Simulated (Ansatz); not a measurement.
Reaction (formal exchange of groups at the Sn–O bond): `C[O][SnH2][F]` + `COC(C)C` → `[CH3][SnH2][F]` + `COC(C)OC`

Computed with Ansatz on PBE0-D4/def2-TZVP structures; ΔE is electronic, products minus reactants. CBS: MP2 limit from def2 TZ/QZ plus the TZ coupled-cluster correction, frozen cores. Functionals use def2-TZVPP. HSE06 is defined as in plane-wave codes. def2 core potentials past Kr. For Sn outer-core shells are correlated without core-valence functions, which leaves a few kJ/mol of doubt a bond. One conformer a species, not always the lowest.

`C[O][SnH2][F]`:

Cartesian coordinates in Å:
```
C 0.499 1.350 -0.301
O 0.433 0.047 -0.832
Sn -0.530 -1.359 0.107
F 0.420 -1.599 1.762
H 0.954 1.999 -1.054
H -0.492 1.759 -0.061
H 1.116 1.392 0.604
H -2.072 -0.815 0.575
H -0.327 -2.774 -0.798
```

`COC(C)C`:

Z-matrix (Å, degrees):
```
C
O 1 1.399
H 1 1.091 2 107.3
H 1 1.097 2 112.7 3 119.1
H 1 1.100 2 111.4 3 -118.8
C 2 1.415 1 114.4 3 172.4
C 6 1.512 2 106.5 1 -165.6
C 6 1.519 2 112.1 1 71.7
H 6 1.103 2 108.3 1 -48.3
H 7 1.092 6 110.7 2 177.9
H 7 1.093 6 110.1 2 -62.2
H 7 1.091 6 110.5 2 57.4
H 8 1.092 6 110.3 2 178.6
H 8 1.092 6 112.0 2 -61.7
H 8 1.093 6 110.0 2 59.0
```

`[CH3][SnH2][F]`:

```xyz
8

C     0.343    0.053    1.112
Sn   -0.279    0.105   -0.918
F    -0.479   -1.754   -1.403
H    -0.428   -0.427    1.715
H     1.268   -0.517    1.191
H     0.511    1.064    1.484
H     0.891    0.702   -2.006
H    -1.827    0.776   -1.173
```

`COC(C)OC`:

Z-matrix (Å, degrees):
```
C
O 1 1.408
H 1 1.099 2 111.0
H 1 1.093 2 111.6 3 121.7
H 1 1.090 2 107.0 3 -118.7
C 2 1.383 1 113.8 3 -56.7
O 6 1.411 2 108.5 1 -65.3
C 6 1.508 2 107.8 1 173.3
H 6 1.108 2 109.8 1 52.3
C 7 1.400 6 114.2 2 156.3
H 8 1.091 6 109.1 2 58.3
H 8 1.091 6 110.7 2 178.3
H 8 1.091 6 110.3 2 -61.6
H 10 1.099 7 111.5 6 -55.4
H 10 1.098 7 112.4 6 66.5
H 10 1.090 7 107.3 6 -174.5
```

```
             level  ΔE (kJ/mol)  difference from CCSD(T)/CBS
            PBE-D4         31.6                         -6.7
         r2SCAN-D4         32.8                         -5.5
        r2SCAN0-D4         29.9                         -8.4
            revPBE         33.4                         -4.9
              PBE0         29.0                         -9.3
             HSE06         28.9                         -9.4
     CCSD/def2-SVP         32.7                         -5.6
SCS-MP2/def2-QZVPP         41.8                          3.5
      HF/CBS(def2)         36.3                         -2.0
    CCSD/CBS(def2)         38.4                          0.1
       CCSD(T)/CBS         38.3                            0
```

Largest T1 diagnostic among the species: 0.014.

Leaving LDA and LC-ωPBE aside and taking each functional with its dispersion term where it has one, the values, not all of them listed here, spread over 8.7 kJ/mol, from HSE06-D4 to BLYP-D4. LDA lies −9.5 kJ/mol from PBE without D4. From BLYP to BHLYP (50 % exact exchange), in def2-TZVPP and without D4, ΔE moves by −3.7 kJ/mol. At CCSD(T), def2-SVP lies −5.9 kJ/mol from the extrapolated value and def2-TZVPP −6.2 kJ/mol.
